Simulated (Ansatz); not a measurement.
Z-matrix (Å, degrees):
```
C
I 1 2.066
C 1 1.324 2 127.7
F 1 1.331 2 112.7 3 180.0
I 3 2.052 1 125.7 2 -0.0
H 3 1.083 1 118.8 2 -180.0
```

The species carries charge 0 and has multiplicity 1. I takes the def2 core potential.

List the PBE0/def2-TZVPP orbital energies in eV (Ansatz). (Best estimate.)

The calculation gave: Occupied: -675.25, -282.13, -279.90, -188.38, -188.25, -134.37, -134.24, -134.05, -134.03, -133.91, -133.90, -53.48, -53.37, -53.36, -53.35, -53.23, -53.22, -53.07, -53.07, -52.93, -52.93, -35.27, -23.11, -20.58, -19.53, -16.91, -14.83, -14.12, -14.10, -11.12, -10.66, -9.76, -8.44, -8.23, -7.58, -7.02. Lowest empty: -1.39, -0.65, -0.61, 1.77, 2.67, 3.21, 3.59, 4.20.
